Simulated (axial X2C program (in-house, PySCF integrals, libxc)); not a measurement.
Ω levels of FIrF from open-shell CI on d6 s1 p(π)0

Calculated with an axial X2C code built on PySCF integrals: two-component X2C with atomic mean-field Coulomb and Gaunt terms, basis F dyall-av3z, Ir dyall-v3z (cores contracted in-house). Orbitals come from Hartree–Fock averaged over the configuration Ir d6 s1 p(π)0; CI then distributes these electrons over the d, s, p(π) shells of Ir. The speed of light was multiplied by 100, so these are model numbers.

F–Ir–F held linear, both bonds 2.033 Å (near the minimum of the configuration average).

Active spinors (ω > 0):

| shell | ω | ε (eV) | character |
| --- | --- | --- | --- |
| d | 3/2 | -13.44 | 100% Ir d |
| d | 5/2 | -13.44 | 100% Ir d |
| d | 1/2 | -11.88 | 85% Ir d, 12% F p |
| d | 3/2 | -11.88 | 85% Ir d, 12% F p |
| d | 1/2 | -10.25 | 74% Ir d, 18% F p, 6% Ir s |
| s | 1/2 | -2.77 | 59% Ir s, 14% F s, 14% F p |
| p(π) | 1/2 | 0.82 | 79% Ir p, 14% F p, 5% Ir f |
| p(π) | 3/2 | 0.82 | 79% Ir p, 14% F p, 5% Ir f |

Lowest levels of this model:

| Ω | energy (cm⁻¹) | g∥ | configuration |
| --- | --- | --- | --- |
| 9/2 | 0 | 12.01 | 91% d7 + 9% d6 s1 |
| 7/2 | 0 | 8.00 | 91% d7 + 9% d6 s1 |
| 5/2 | 1 | 4.00 | 91% d7 + 9% d6 s1 |
| 3/2 | 1 | 0.01 | 91% d7 + 9% d6 s1 |
| 1/2 | 2135 | 2.00 | 92% d7 + 8% d6 s1 |
| 3/2 | 2135 | 6.01 | 92% d7 + 8% d6 s1 |
| 5/2 | 2808 | 8.01 | 90% d7 + 10% d6 s1 |
| 3/2 | 2808 | 4.00 | 90% d7 + 10% d6 s1 |
| 1/2 | 2808 | 0.00 | 90% d7 + 10% d6 s1 |
| 1/2 | 2809 | 4.01 | 90% d7 + 10% d6 s1 |
| 7/2 | 5003 | 10.01 | 81% d7 + 19% d6 s1 |
| 5/2 | 5003 | 6.00 | 81% d7 + 19% d6 s1 |
| 3/2 | 5003 | 2.00 | 81% d7 + 19% d6 s1 |
| 1/2 | 5003 | 2.01 | 81% d7 + 19% d6 s1 |
| 5/2 | 8055 | 6.00 | 99% d7 |
| 7/2 | 11465 | 8.00 | 86% d7 + 14% d6 s1 |
| 9/2 | 18178 | 10.00 | 82% d7 + 18% d6 s1 |
| 7/2 | 18179 | 6.00 | 82% d7 + 18% d6 s1 |
| 9/2 | 21107 | 10.00 | 85% d7 + 15% d6 s1 |

g∥ is the magnitude of 2⟨Lz + ge Sz⟩ for the +Ω component.

Problem. From Ω and g∥ of the lowest level, whose 2⟨Lz + ge Sz⟩ is positive, find ⟨Sz⟩ and ⟨Lz⟩ (ge = 2.0023).

Solution. Ω = ⟨Lz⟩ + ⟨Sz⟩ = 9/2 and ⟨Lz⟩ + ge⟨Sz⟩ = 6.005, so ⟨Sz⟩ = 1.50 and ⟨Lz⟩ = 3.00.

Occupations of the active spinors in the lowest level by ω, shell by shell in order of energy: -5/2: 0.00; -3/2: 1.00 0.00 0.00; -1/2: 1.00 0.00 0.00 0.00; 1/2: 1.00 0.91 0.09 0.00; 3/2: 1.00 1.00 0.00; 5/2: 1.00. The leading determinant has weight 0.91 among 463.

This point took 8.6 s on 1 thread of Arm Neoverse N1 (shared host).

Dynamic correlation is missing, so gaps between terms are too wide and other configurations may lie lower; the lowest level listed is that of this model, not necessarily the ground state. The lowest levels belong to d7, not to the averaged configuration, so orbitals and distance suit them less well. For d shells the ligand-field splittings (σ, π, δ) and their order can be off by a thousand cm⁻¹ or more. At most 4 roots were kept for each Ω > 0 (twice that for Ω = 0) within 3.2 eV of the lowest, so higher up levels can be missing between those listed; levels with Ω > 0 are doubly degenerate and listed once, Ω = 0 levels singly. The open spinors mix strongly with ligand orbitals, which this small active space describes poorly. States that fill the shells left empty in the average are placed too high. The molecule was held linear; bending was not examined.
